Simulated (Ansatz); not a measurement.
C₃H₇NOSi, SMILES `C=CN([SiH3])C=O` at its PBE0-D4/def2-TZVP geometry, where that method's forces vanish. The species carries charge 0 and has multiplicity 1.

```xyz
13

C    -1.2209    1.5365   -0.3839
C    -1.1473    0.2109   -0.3313
N    -0.0020   -0.5177    0.0119
Si    1.5059    0.2954    0.4216
C    -0.0981   -1.8967    0.0168
O    -1.0900   -2.5230   -0.2512
H    -2.1534    2.0087   -0.6604
H    -0.3860    2.1924   -0.1622
H    -1.9979   -0.4207   -0.5581
H     2.4715   -0.7852    0.7247
H     1.9656    1.1111   -0.7272
H     1.3009    1.1699    1.6005
H     0.8518   -2.3816    0.2988
```

**Question.** What forces (eV/Å) does ωB97M-V/def2-TZVPP give on these atoms in the Gaussian-basis code of Ansatz? (An estimate is asked.)

**Answer.** Ansatz gave: 
```
C1  -0.008 -0.005 -0.002
C2  -0.380  0.173 -0.112
N3   0.331  0.017  0.094
Si4  0.140  0.094  0.038
C5   0.142 -0.144  0.044
O6  -0.059 -0.048 -0.016
H7   0.072 -0.045  0.021
H8  -0.050 -0.057 -0.013
H9   0.056  0.079  0.014
H10 -0.113  0.125 -0.036
H11 -0.055 -0.096  0.139
H12  0.026 -0.103 -0.142
H13 -0.101  0.009 -0.029
```
